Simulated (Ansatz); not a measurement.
A structure relaxed at PBE0-D4/def2-TZVP, charge 0, multiplicity 1:

```json
{"atom": "O1", "x (Å)": "0.5212", "y (Å)": "0.0233", "z (Å)": "0.9787"}
{"atom": "Si2", "x (Å)": "0.1625", "y (Å)": "-1.1878", "z (Å)": "-0.1392"}
{"atom": "F3", "x (Å)": "-0.9513", "y (Å)": "-2.1050", "z (Å)": "0.5290"}
{"atom": "O4", "x (Å)": "-0.3126", "y (Å)": "-0.2574", "z (Å)": "-1.3360"}
{"atom": "Ga5", "x (Å)": "-0.3194", "y (Å)": "1.4584", "z (Å)": "-0.5838"}
{"atom": "H6", "x (Å)": "0.3662", "y (Å)": "-0.0897", "z (Å)": "1.9188"}
{"atom": "H7", "x (Å)": "1.3167", "y (Å)": "-2.0611", "z (Å)": "-0.3915"}
{"atom": "H8", "x (Å)": "-1.6904", "y (Å)": "1.8938", "z (Å)": "0.0200"}
{"atom": "H9", "x (Å)": "0.9069", "y (Å)": "2.3254", "z (Å)": "-0.9960"}
```

(1) Give its formula and SMILES.

(2) Summarise the bond lengths by kind.

Results:

(1) FGaH4O2Si, `O[SiH](F)[O][GaH2]`.

(2) 2 × O–Si 1.589 to 1.687 Å; 1 × H–O 0.959 Å; 1 × F–Si 1.590 Å; 1 × H–Si 1.469 Å; 1 × Ga–O 1.874 Å; 2 × Ga–H 1.557 to 1.560 Å.

Program: Ansatz 0.2.0.
